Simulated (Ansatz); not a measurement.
`[SiH3][GeH2][SiH3]` + F• → `[SiH2][GeH2][SiH3]`• + H–F  (hydrogen abstraction from the Si–H bond)

Computed with Ansatz on PBE0-D4/def2-TZVP structures; ΔE is electronic, products minus reactants. CBS: MP2 limit from def2 TZ/QZ plus the TZ coupled-cluster correction, frozen cores. This one scheme is used for every species, atoms too. Functionals use def2-TZVPP. No spin–orbit coupling; open shells (•) take unrestricted orbitals. Spin–orbit coupling would lower the free atoms: a little for F. Bonds to Ge are less sure, by a few kJ/mol each and by 10 to 20 or more in all where they break to atoms, as the def2 sets lack core-valence functions. Scalar relativity is left out up to krypton.

`[SiH3][GeH2][SiH3]`:

Cartesian coordinates in Å:
```
Si -0.063 1.786 0.887
Ge -0.457 -0.549 0.666
Si 0.410 -1.369 -1.392
H -0.708 2.512 -0.239
H 1.399 2.054 0.849
H -0.613 2.302 2.168
H 0.204 -1.297 1.840
H -1.971 -0.826 0.735
H 0.168 -2.830 -1.529
H 1.874 -1.117 -1.456
H -0.244 -0.665 -2.527
```

`[SiH2][GeH2][SiH3]`•:

Z-matrix (Å, degrees):
```
Ge
Si 1 2.379
Si 1 2.371 2 109.9
H 1 1.540 2 110.0 3 119.7
H 1 1.544 2 109.7 3 -122.2
H 2 1.487 1 110.8 3 178.8
H 2 1.487 1 109.6 3 58.6
H 2 1.486 1 109.7 3 -60.8
H 3 1.489 1 114.4 2 178.1
H 3 1.489 1 112.8 2 -55.7
```

H–F:

Z-matrix (Å, degrees):
```
F
H 1 0.920
```

```json
{"level": "PBE-D4", "ΔE (eV)": "-2.27", "difference from CCSD(T)/CBS": "-0.20"}
{"level": "r2SCAN-D4", "ΔE (eV)": "-2.08", "difference from CCSD(T)/CBS": "-0.01"}
{"level": "r2SCANh-D4", "ΔE (eV)": "-2.01", "difference from CCSD(T)/CBS": "0.06"}
{"level": "CAM-B3LYP-D4", "ΔE (eV)": "-1.98", "difference from CCSD(T)/CBS": "0.09"}
{"level": "BHLYP", "ΔE (eV)": "-1.65", "difference from CCSD(T)/CBS": "0.42"}
{"level": "RPA@PBE/def2-TZVPP", "ΔE (eV)": "-1.61", "difference from CCSD(T)/CBS": "0.46"}
{"level": "CCSD/def2-SVP", "ΔE (eV)": "-1.68", "difference from CCSD(T)/CBS": "0.39"}
{"level": "HF/def2-TZVPP", "ΔE (eV)": "-0.98", "difference from CCSD(T)/CBS": "1.09"}
{"level": "MP2/def2-QZVPP", "ΔE (eV)": "-2.30", "difference from CCSD(T)/CBS": "-0.23"}
{"level": "MP2/CBS(def2)", "ΔE (eV)": "-2.35", "difference from CCSD(T)/CBS": "-0.28"}
{"level": "CCSD(T)/CBS", "ΔE (eV)": "-2.07", "difference from CCSD(T)/CBS": "0"}
```

Largest T1 diagnostic among the species: 0.013.

In def2-TZVPP, CCSD(T) changes the Hartree–Fock value by −0.97 eV (the triples alone add −0.07 eV) and MP2 by −1.25 eV. Leaving LDA and LC-ωPBE aside and taking each functional with its dispersion term where it has one, the values, not all of them listed here, spread over 0.62 eV, from PBE-D4 to BHLYP-D4. LDA lies −0.46 eV from PBE without D4. At CCSD(T), def2-SVP lies +0.38 eV from the extrapolated value and def2-TZVPP +0.12 eV.

CCSD(T)/CBS has its own doubt, a few kJ/mol and more with outer-core shells, so smaller differences from it don't rank the levels.
